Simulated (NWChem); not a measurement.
System meant: CdSiH4Se; SMILES [SeH][Cd][SiH3]

NWChem input:

```
start job
memory heap 200 mb stack 900 mb global 1100 mb
geometry units angstroms noautoz
  Cd    -0.634944     0.060132     0.074037
  Se    -0.082353     2.480350     0.153073
  H      1.334674     2.195260    -0.133002
  Si    -1.203627    -2.381311    -0.005788
  H     -1.389766    -2.850327    -1.415460
  H     -2.469259    -2.665686     0.742310
  H     -0.114580    -3.204436     0.609725
end
basis spherical
  * library def2-svp
end
ecp
  Cd library def2-ecp
end
dft
  odft
  mult 2
  xc b3lyp
  iterations 150
  mulliken
end
task dft energy
```

End of the output:

```
 Summary of "ao basis" -> "" (spherical)
 ------------------------------------------------------------------------------
       Tag                 Description            Shells   Functions and Types
 ---------------- ------------------------------  ------  ---------------------
 *                          def2-svp                  on all atoms

                                 NWChem DFT Module
                                 -----------------

 Summary of "ao basis" -> "ao basis" (spherical)
 ------------------------------------------------------------------------------
       Tag                 Description            Shells   Functions and Types
 ---------------- ------------------------------  ------  ---------------------
 Cd                         def2-svp                11       31   5s3p2d1f
 Se                         def2-svp                12       32   5s4p3d
 H                          def2-svp                 3        5   2s1p
 Si                         def2-svp                 8       18   4s3p1d

 Summary of "ao basis" -> "ao basis" (spherical)
 ------------------------------------------------------------------------------
       Tag                 Description            Shells   Functions and Types
 ---------------- ------------------------------  ------  ---------------------
 Cd                         def2-svp                11       31   5s3p2d1f
 Se                         def2-svp                12       32   5s4p3d
 H                          def2-svp                 3        5   2s1p
 Si                         def2-svp                 8       18   4s3p1d

  number of electrons :                   72
  multiplicity        :                    2
 ------------------------------------------------------------------------
  no. of electrons and multiplicity not compatible                  72
 ------------------------------------------------------------------------
 ------------------------------------------------------------------------
  current input line :
    25: task dft energy
 ------------------------------------------------------------------------
 ------------------------------------------------------------------------
 There is an error in the input file
 ------------------------------------------------------------------------
 For more information see the NWChem manual at https://nwchemgit.github.io

0: no. of electrons and multiplicity not compatible:Received an Error in Communication
```

Question: What is wrong, and how is it mended?

Answer: The program refused the input. Cause: the multiplicity doesn't fit the number of electrons (an even count wants an odd multiplicity, and the reverse). This input runs:
```
start job
memory heap 200 mb stack 900 mb global 1100 mb
geometry units angstroms noautoz
  Cd    -0.634944     0.060132     0.074037
  Se    -0.082353     2.480350     0.153073
  H      1.334674     2.195260    -0.133002
  Si    -1.203627    -2.381311    -0.005788
  H     -1.389766    -2.850327    -1.415460
  H     -2.469259    -2.665686     0.742310
  H     -0.114580    -3.204436     0.609725
end
basis spherical
  * library def2-svp
end
ecp
  Cd library def2-ecp
end
dft
  xc b3lyp
  iterations 150
  mulliken
end
task dft energy
```
It converges to -2860.93847 Ha (B3LYP/def2-SVP with def2 effective core potentials on Cd).
